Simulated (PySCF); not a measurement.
## Spin-rotation constants: `C#C/C=C\CC=C`, C₇H₈

Geometry (Å), atoms numbered from 1 in this order:
```xyz
15

C     3.2141   -0.6763   -0.6001
C     2.4352    0.1757   -0.2674
C     1.5432    1.2007    0.1112
C     0.2874    0.9946    0.5043
C    -0.3757   -0.3456    0.5848
C    -1.5198   -0.4014   -0.3845
C    -2.7884   -0.5014   -0.0361
H     3.8912   -1.4235   -0.8891
H     1.9517    2.2029    0.0675
H    -0.3357    1.8382    0.7692
H     0.3520   -1.1250    0.3452
H    -0.7501   -0.5069    1.5996
H    -1.2391   -0.3249   -1.4272
H    -3.5824   -0.5255   -0.7633
H    -3.0880   -0.5736    0.9972
```

Computed with GIAO CAM-B3LYP/pcSseg-1 magnetisability, rotational g tensor and spin-rotation constants, non-relativistic, gas phase in PySCF. Geometry: GFN2-xTB.

Task: Give the nuclear spin-rotation constants along the inertial axes (H = +C I·J) beside the isotropic shieldings.

Result: Rotational constants 7.0831, 1.2655, 1.1406 GHz. A star marks the isotopologue with that one atom substituted, in its own axes.
```csv
atom,isotope,Caa (kHz),Cbb (kHz),Ccc (kHz),mean (kHz),σ (ppm)
H8,1H,-0.420,-0.025,-0.132,-0.192,28.9
H9,1H,-0.500,0.034,-0.096,-0.187,26.2
H10,1H,-0.388,0.068,-0.132,-0.151,25.7
H11,1H,-0.352,0.002,-0.120,-0.157,27.9
H12,1H,-0.583,-0.137,0.015,-0.235,29.1
H13,1H,-0.630,-0.113,0.070,-0.224,25.8
H14,1H,-0.117,-0.129,-0.013,-0.086,26.5
H15,1H,-0.544,-0.123,0.053,-0.204,26.4
C1,13C*,1.777,0.238,0.375,0.797,92.0
C2,13C*,1.707,0.155,0.424,0.762,100.9
C3,13C*,1.930,0.556,0.197,0.894,67.6
C4,13C*,2.487,0.670,0.220,1.125,26.8
C5,13C*,1.385,0.235,0.185,0.602,143.1
C6,13C*,2.470,0.246,0.553,1.090,36.5
C7,13C*,2.152,0.233,0.485,0.957,60.3
```
For the geometry as given, no vibrational averaging.

Task: How do the rotational constants and the g tensor change when H8, H9, H10, H11, H12, H13, H14, H15 are replaced by deuterium?

Result: Constants 5.5381, 1.1159, 1.0044 GHz; g -0.0386, -0.0057, -0.0045, against -0.0493, -0.0064, -0.0051 before.
